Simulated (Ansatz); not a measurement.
Si₃O₄⁻, 7 atoms. Hardware: 4 threads of Intel Xeon on a shared host.

Correlated methods freeze 19 core orbitals.

(1) How many basis functions does each of these Ansatz runs have, and roughly what does it cost? r2SCAN-D4/def2-TZVPD, charge -1 doublet, energy, from earlier orbitals; HF/def2-TZVPD, charge -1 doublet, energy, from earlier orbitals; CCSD(T)/def2-SVPD, charge -1 doublet, energy, from earlier orbitals; PBE-D4/def2-TZVPD, charge -1 doublet, energy and forces, from earlier orbitals; r2SCAN0-D4/def2-TZVPD, charge -1 doublet, energy, from earlier orbitals; PBE-D4/def2-SVP, charge -1 doublet, energy with a search over starts; r2SCAN-D4/def2-SVPD, charge -1 doublet, relaxation, 54 steps; PBE-QIDH/def2-TZVPD, charge -1 doublet, energy, from earlier orbitals; PBE0-D4/def2-TZVPD, charge -1 doublet, energy, from earlier orbitals; MP2/def2-TZVPD, charge -1 doublet, energy, from earlier orbitals.

Results:

(1) Other jobs shared the machine, so times can vary by a factor of up to 3. A dash marks memory too small to be measured apart from the calling script's.

| run | functions | fitting or Cholesky vectors | wall time | peak host memory (GiB) |
| --- | --- | --- | --- | --- |
| PBE-D4/def2-SVP, charge -1 doublet, energy with a search over starts | 110 | 1160 | 12 s | – |
| PBE-D4/def2-TZVPD, charge -1 doublet, energy and forces, from earlier orbitals | 289 | 1561 | 31 s | 1.2 |
| MP2/def2-TZVPD, charge -1 doublet, energy, from earlier orbitals | 289 | 1754 | 37 s | 1.1 |
| PBE-QIDH/def2-TZVPD, charge -1 doublet, energy, from earlier orbitals | 289 | 1754 | 57 s | 1.3 |
| r2SCAN-D4/def2-TZVPD, charge -1 doublet, energy, from earlier orbitals | 289 | 1561 | 68 s | 1.2 |
| HF/def2-TZVPD, charge -1 doublet, energy, from earlier orbitals | 289 | 1862 | 70 s | 1.8 |
| PBE0-D4/def2-TZVPD, charge -1 doublet, energy, from earlier orbitals | 289 | 1624 | 2 min | 1.3 |
| r2SCAN0-D4/def2-TZVPD, charge -1 doublet, energy, from earlier orbitals | 289 | 1624 | 3 min | 1.4 |
| CCSD(T)/def2-SVPD, charge -1 doublet, energy, from earlier orbitals | 164 | 1574 | 4.2 min | 3.8 |
| r2SCAN-D4/def2-SVPD, charge -1 doublet, relaxation, 54 steps | 164 | 1424 | 8.4 min | – |
